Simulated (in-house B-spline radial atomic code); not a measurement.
# Rb⁺: [Ar] 3d10 4s(1 up, 0 down) 4p6 4f(0 up, 1 down) (an excited or competing configuration)

Level of theory: non-relativistic B3LYP, spin-polarised, spherical fractional occupations, point nucleus; calculated with an all-electron radial atomic-structure program (B-spline basis).

Effective charges: Z_r = [3n² - l(l+1)]/(2<r>) from the radius, Z_e = n√(-2ε) from the energy, and Slater's rules. Values are occupation-weighted means over spin.

| shell | electrons | ε (eV) | <r> (bohr) | Z_r | Z_e | Slater |
| --- | --- | --- | --- | --- | --- | --- |
| 1s | 2 | -14815 | 0.04129 | 36.33 | 33.00 | 36.70 |
| 2s | 2 | -1980.7 | 0.1822 | 32.94 | 24.13 | 32.85 |
| 2p | 6 | -1799.2 | 0.1569 | 31.86 | 23.00 | 32.85 |
| 3s | 2 | -313.36 | 0.5212 | 25.90 | 14.40 | 25.75 |
| 3p | 6 | -247.57 | 0.5228 | 23.91 | 12.80 | 25.75 |
| 3d | 10 | -128.82 | 0.5222 | 20.11 | 9.23 | 15.85 |
| 4s | 1 | -49.329 | 1.44 | 16.66 | 7.62 | 9.60 |
| 4p | 6 | -32.043 | 1.64 | 14.03 | 6.14 | 9.60 |
| 4f | 1 | -2.3309 | 8.805 | 2.04 | 1.66 | 2.00 |

The least bound orbital is 4f down at -2.331 eV, and it is also the most diffuse (<r> = 8.805 bohr). The part-filled 4s shell lies below the filled 4p shell in orbital energy.

Caution: exact exchange at fractional occupations of open shells leaves self-interaction of up to several eV.
